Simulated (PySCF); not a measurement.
ClH2Si, SMILES [SiH2]Cl (connectivity only; charge and spin as stated), charge +1, multiplicity 1.

Coordinates come from a B3LYP-D3(BJ)/def2-TZVP optimisation. The spin state was assumed, not searched. The isomer is the one that the SMILES or the coordinates give; other isomers of the formula were not compared.

Two levels are set side by side: PBE/def2-TZVPD (PySCF) and ωB97X/def2-TZVPD (PySCF). Same geometry, gas phase. Differences are taken from unrounded values.

```json
[
 {"quantity": "orbital gap (eV)", "ωB97X": "11.09"},
 {"quantity": "highest occupied level (eV)", "ωB97X": "-18.39"},
 {"quantity": "lowest empty level (eV)", "ωB97X": "-7.30"},
 {"quantity": "mean polarisability (bohr³)", "ωB97X": "31.9"}
]
```

Problem. What does PBE give, and how far is it from ωB97X? (Estimate from the structure and the level; the computed values follow.)

Solution. 
```csv
quantity,PBE,PBE minus ωB97X
orbital gap (eV),4.18,-6.91
highest occupied level (eV),-14.63,3.76
lowest empty level (eV),-10.46,-3.15
mean polarisability (bohr³),33.3,1.4
```

Without exact exchange PBE keeps part of each electron's self-repulsion, which lifts occupied levels and narrows the gap. PBE's more diffuse valence density responds more strongly to a field. Differences between two approximate levels are no errors against the true value.

Rough cost on one machine, each run with all the roots and properties that it gave: ωB97X against PBE within a factor of 2.
